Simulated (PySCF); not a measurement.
Computed with B3LYP-D3(BJ)/def2-TZVP // TPSS-D3(BJ)/def2-SVP (PySCF). Gas-phase values, no solvent. B3LYP has the VWN-RPA correlation part, as in Gaussian. 

Reference species: [Zn(Cl)2] (neutral, multiplicity 1).

| Quantity | Result |
|---|---|
| coordination number | 2 |
| HOMO | -8.86 eV |
| LUMO | -2.12 eV |
| charge on the central atom (meta-Löwdin) | 1.23 e |

Changed species: [Zn(F)2] (2 of 2 Cl replaced by F; the reference has 0 of 2 Cl replaced by F).

Task: What does the change do to the coordination number, HOMO, LUMO and charge on the central atom (meta-Löwdin)?

Result: the coordination number is nearly the same; the HOMO falls by 1.43 eV, to -10.29 eV; the LUMO drops by 0.29 eV, to -2.41 eV; the charge on the central atom (meta-Löwdin) rises by 0.20 e, to 1.43 e.
